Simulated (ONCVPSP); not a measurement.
# Configuration tests for Ge (ONCV)

- Element: Ge
- Generator: ONCVPSP 4.0.1
- Type: optimised norm-conserving Vanderbilt (ONCV)
- Functional: PBEsol
- Relativity: non-relativistic
- Frozen core: [Ar] 3d10
- Valence charge: 4
- Reference configuration: 4s2 4p1 (charge +1)
- Partial waves: 4s: rc 2.46 bohr, ncon 4, nbas 8, qcut 4.4 1/bohr, 2 projectors, debl 0.6 Ha; 4p: rc 2.72 bohr, ncon 4, nbas 7, qcut 4 1/bohr, 2 projectors, debl 1.3 Ha; d scattering state at 0.12 Ha: rc 2.46 bohr, ncon 4, nbas 9, qcut 5.7 1/bohr, 2 projectors, debl 3.1 Ha
- Local potential: polynomial inside 2.46 bohr (lpopt 3, dvloc0 4 Ha)
- Core correction: none

In the s channel the program set the typed energies aside and used -0.717, 0.250 Ha.

Energies are relative to the spin-unpolarised reference configuration 4s2 4p1; without spin polarisation the order of configurations can differ from experiment.

```csv
valence configuration,charge,ΔE all-electron (eV),error AE − PS (meV)
4s2 4p2,0,-7.486,-6.4
4s2 4p1.5,+0.5,-4.663,-2.2
```

Q: What are ΔE and the potential's error for 4s2 4p0?

A: ΔE = 15.461 eV all-electron; the error (AE − PS) is -14 meV.

Q: What are ΔE and the potential's error for 4s1 4p0?

A: ΔE = 49.701 eV all-electron; the error (AE − PS) is -10 meV.
